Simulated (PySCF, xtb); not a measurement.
CH8O2Si3, SMILES O[Si@@H]1[Si@@H](C)O[SiH2]1.

GFN2-xTB (xtb) at its own geometry gives an orbital gap of 3.51 eV and a dipole moment of 1.37 D.

Geometry: B3LYP-D3(BJ)/def2-SVP. The structure was generated by enumeration; whether it is a known compound was not checked. Other conformers were not sampled.

Q: What does M06-2X/def2-TZVP run with PySCF give? (Estimate from the structure and the level; the computed values follow.)

A: gap 7.51 eV (levels -7.80 and -0.29 eV), dipole 0.87 D.
